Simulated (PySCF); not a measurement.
PySCF 2.14 output of an unrestricted PBE0 calculation on a single atom or ion in x2c-TZVPall (8s6p6d1f, 63 functions), with scalar relativity by spin-free X2C-1e:

```
SCF conv_tol = 1e-09
number electrons alpha = 23  beta = 18
    C. Adamo and V. Barone.,  J. Chem. Phys. 110, 6158 (1999)
    M. Ernzerhof and G. E. Scuseria.,  J. Chem. Phys. 110, 5029 (1999)
cycle= 1 E= -4047.77462574217  delta_E= -0.00646  |g|= 0.0371  |ddm|= 0.0984
cycle= 2 E= -4047.77470205406  delta_E= -7.63e-05  |g|= 0.0122  |ddm|= 0.0141
cycle= 3 E= -4047.77470979632  delta_E= -7.74e-06  |g|= 0.00135  |ddm|= 0.00368
cycle= 4 E= -4047.77471008872  delta_E= -2.92e-07  |g|= 0.000625  |ddm|= 0.00117
cycle= 5 E= -4047.7747101902  delta_E= -1.01e-07  |g|= 1.47e-05  |ddm|= 0.000434
cycle= 6 E= -4047.77471019028  delta_E= -8e-11  |g|= 1.04e-06  |ddm|= 1.35e-05
converged SCF energy = -4047.77471019028  <S^2> = 8.750976  2S+1 = 6.0003253
```

The run itself started from symmetry-adapted Hartree-Fock orbitals and held the occupation by maximum overlap, on a logarithmic radial grid, so the iterations belong to that start.

Question: Which element, charge and spin multiplicity is this?

Answer: Mo⁺ (molybdenum, charge +1), multiplicity 6; the state was [Kr] 4d5, high-spin 6S determinant.
